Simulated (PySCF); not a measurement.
**Niobium: a sound run and one with changed settings**

Sound run: Nb⁺ [Kr] 4d4, Nb²⁺ [Kr] 4d3. Computed with PySCF 2.14 in x2c-TZVPall (8s6p6d1f, 63 functions), with scalar relativity by spin-free X2C-1e. The sound run starts from symmetry-adapted Hartree-Fock orbitals and uses a fine grid where one is needed.

A second run was set up differently.

| species | method | sound run (hartree) | changed run (hartree) | converged |
| --- | --- | --- | --- | --- |
| Nb⁺ | UHF | -3817.01435 | -3817.00795 | no |
| Nb⁺ | PBE | -3818.69227 | -3818.46309 | no |
| Nb⁺ | M06-L | -3818.95459 | -3818.79356 | no |
| Nb²⁺ | UHF | -3816.53349 | -3816.52803 | no |
| Nb²⁺ | PBE | -3818.15592 | -3818.14033 | no |
| Nb²⁺ | M06-L | -3818.44811 | -3818.43577 | no |

Problem. What was changed?
A. radial grid too coarse
B. too few SCF iterations
C. basis contracted for another Hamiltonian
D. minimal basis

Solution. B. It used initial guess atom, at most 2 SCF cycles. The SCF was stopped early; the energies are upper bounds that still move, and correlated levels were skipped or rest on poor orbitals.
